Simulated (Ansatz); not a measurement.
Total energies of Bi8O18H12 from Ansatz at PBE0-D4/def2-SVP, gas phase (1 Eh = 27.2114 eV = 2625.5 kJ/mol). The reference geometry is relaxed at r2SCAN-D4/def2-SVP.

```xyz
38

Bi   -0.266   -1.007   -1.402
Bi    1.443   -0.767    2.315
Bi   -1.200    1.782    1.389
Bi   -0.839    2.159   -3.052
Bi    3.269   -0.454   -0.959
Bi   -1.971   -1.981    1.317
Bi   -3.514    0.716   -1.527
Bi    1.119   -3.955    0.634
O     1.358    0.649   -1.376
O     2.660    0.618    1.103
O     1.897   -1.688   -2.220
O     4.003    1.005   -2.326
O     1.896   -4.215   -1.384
O     2.185   -2.152    0.754
O    -0.441    0.167   -3.802
O    -0.053   -2.727    2.624
O    -1.247    3.707    2.349
O     0.113    1.063    3.104
O    -1.332    1.133   -1.266
O     0.791    2.384    0.496
O    -0.234   -0.605    0.886
O    -2.260   -0.178    2.733
O    -2.872    2.023   -3.244
O    -0.630   -3.106   -0.164
O    -3.678    2.048    0.172
O    -2.636   -1.030   -0.518
H     1.162    1.385   -0.722
H     2.090    1.431    0.960
H     2.027   -2.657   -2.009
H     3.242    1.494   -2.673
H     1.206   -4.617   -1.935
H     0.491    0.049   -4.056
H    -0.187   -3.083    3.516
H    -0.616    3.684    3.084
H    -0.613    0.578    3.551
H     0.914    3.323    0.705
H    -3.185   -0.067    3.002
H    -4.093    2.893   -0.062
```

```json
{"state": "charge 0 singlet", "geometry": "reference", "energy (Eh)": "-3076.34771"}
{"state": "charge 1 doublet", "geometry": "reference", "energy (Eh)": "-3076.06588"}
{"state": "charge 1 doublet", "geometry": "relaxed at r2SCAN-D4/def2-SVP", "energy (Eh)": "-3076.10640"}
{"state": "charge -1 doublet", "geometry": "reference", "energy (Eh)": "-3076.36283"}
{"state": "free Bi atom (quartet)", "geometry": "–", "energy (Eh)": "-214.61348"}
{"state": "free O atom (triplet)", "geometry": "–", "energy (Eh)": "-74.92490"}
{"state": "free H atom (doublet)", "geometry": "–", "energy (Eh)": "-0.50029"}
```

In the def2 sets Bi takes a core potential; there is no spin–orbit coupling. Single mean-field runs in def2-SVP are fitted with def2-universal-jkfit.

Task: Work out the vertical ionisation energy to the doublet.

Result: E(charge 1 doublet) − E(charge 0 singlet) = -3076.06588 − (-3076.34771) = 0.28183 Eh = 7.67 eV. For comparison, −ε of the highest occupied level is 6.38 eV at this level, 1.29 eV less.

Task: Work out the vertical electron affinity, to the doublet.

Result: E(charge 0 singlet) − E(charge -1 doublet) = -3076.34771 − (-3076.36283) = 0.01512 Eh = 0.41 eV. The basis lacks diffuse functions, which makes affinities too small.

Task: Give the fundamental gap IE − EA, the Mulliken electronegativity (IE + EA)/2 and the hardness (IE − EA)/2.

Result: From the values in Eh: IE − EA = 0.28183 − 0.01512 = 0.26671 Eh = 7.26 eV; (IE + EA)/2 = 4.04 eV; (IE − EA)/2 = 3.63 eV. The HOMO–LUMO gap of the same run is 4.83 eV, 2.43 eV smaller than the fundamental gap.

Task: How much does the charge 1 doublet relax, and what is the adiabatic ionisation energy?

Result: Relaxation: -3076.06588 − (-3076.10640) = 0.04052 Eh = 1.10 eV. Adiabatic ionisation energy: 0.24131 Eh = 6.57 eV, without zero-point energy. Bonds change on the way (0 lost, 2 formed), so the relaxed form is another species. 

Task: What is the binding energy per atom against free atoms?

Result: Atoms: 8 × (-214.61348) + 18 × (-74.92490) + 12 × (-0.50029) = -3071.55952 Eh. Binding: -3071.55952 − (-3076.34771) = 4.78819 Eh = 130.29 eV, or 3.43 eV for each of 38 atoms (no zero-point energy, no counterpoise term).

At PBE0-D4/def2-SVP the highest occupied level of the charge -1 doublet lies above zero (up to 0.77 eV). By energy differences its removal costs 0.41 eV (vertical, to the charge 0 singlet, at PBE0-D4/def2-SVP); self-interaction error and the lack of diffuse functions both raise the level.
